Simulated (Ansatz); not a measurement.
C$_{2}$H$_{5}$Ga (SMILES C=[CH][GaH2]), singlet, at a GFN2-xTB geometry (such geometries of metal compounds can be far from the true shape), with bond 7-5 at 1.8 times its length; Ansatz (a program for electronic structure) with SC-NEVPT2/STO-3G, CASSCF(6,4).

Input for Ansatz:
Ansatz 0.2 input:
```yaml
crystal:
  periodic: [false, false, false]
  atoms:
    - {symbol: Ga, position_ang: [-0.07131881, 0.09029471, 0.73380578]}
    - {symbol: H, position_ang: [-0.88610036, 1.44307634, 0.80495467]}
    - {symbol: H, position_ang: [0.30616078, -0.59098057, 2.11237419]}
    - {symbol: C, position_ang: [0.39341567, -0.61246005, -1.08830328]}
    - {symbol: C, position_ang: [-0.01822282, 0.11241158, -2.12443241]}
    - {symbol: H, position_ang: [0.95009744, -1.53170901, -1.26655324]}
    - {symbol: H, position_ang: [0.31070842, -0.36292430, -3.98501011]}
    - {symbol: H, position_ang: [-0.57494858, 1.03243207, -1.96425405]}
basis:
  gaussian:
    orbitals: STO-3G
magnetization: {spin_polarized: false}
correlation: {method: sc_nevpt2, electrons: all, active_space: {window: {electrons: 6, orbitals: 4}}}
```

Output, abridged:

```
Functional definition: HF
383 factors; integrals over basis functions are off by at most 9.7e-5 eV
mean field evaluation 1: about -53830.7030 eV, gradient 1.5e1 eV
mean field evaluation 2: about -53830.7415 eV, gradient 1.5e1 eV
mean field evaluation 4: about -53832.2475 eV, gradient 2.7e0 eV
mean field evaluation 8: about -53832.2883 eV, gradient 1.0e-1 eV
mean field evaluation 16: about -53832.2657 eV, gradient 5.4e-1 eV
mean field evaluation 32: about -53831.8556 eV, gradient 6.2e0 eV
mean field -53832.28834029 eV, -1978.3001076702 hartree, gradient 2.8e-6 eV, S^2 0.000000; 6 other end points of the search recorded, 0 dependent functions left out; unrestricted orbitals would lower it
reference -53832.28834029 eV, -1978.3001076702 hartree; 24, 24 occupied and 9, 9 virtual orbitals, 383 factors
state -53834.52670426 eV, -1978.3823660288 hartree
state -53834.52670426 eV, -1978.3823660288 hartree; corrected -53838.72290952 eV, -1978.5365737277 hartree
state -53833.42305929 eV, -1978.3418078241 hartree
state -53833.42305929 eV, -1978.3418078241 hartree; corrected -53837.95820737 eV, -1978.5084714421 hartree
state -53834.52670426 eV, -1978.3823660288 hartree; corrected -53838.72290952 eV, -1978.5365737277 hartree
2 active orbitals were swapped for others, from the solution at -53833.42301573 eV, -1978.3418062236 hartree to that at -53834.52593707 eV, -1978.3823378352 hartree; typed "places" are swapped only where nearly empty or full, and so, without "given_window_search", are "orbital_numbers", "shells" and a window whose orbitals a file names under [Active]
Total energy: -53838.72290952 eV, -1978.5365737277 hartree
```
